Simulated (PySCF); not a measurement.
```xyz
3
charge -1 multiplicity 1, angstrom
Ga    0.0000    0.0000    0.0000
O     1.6844    0.0000    0.0000
O    -1.6844    0.0000    0.0000
```

These are results of PBE0/[Ga def2-TZVPD, O def2-TZVPD], no relativity, density fitting, PySCF, not measurements.

This geometry of GaO₂⁻ is a stationary point at this level.

(1) What is the point group?

(2) Is it a minimum?

(3) List the harmonic modes with their infrared intensities.

## Answers

(1) D∞h.

(2) Yes: all harmonic wavenumbers are real.

(3) 
```csv
symmetry,ω (cm⁻¹),"IR (km/mol, summed over degenerate members)"
πu,217,121
σg+,785,0.0
σu+,938,209
```

This need not be the most stable arrangement of these atoms. The lowest empty level of this anion is unbound, so it and the gap depend on the basis.
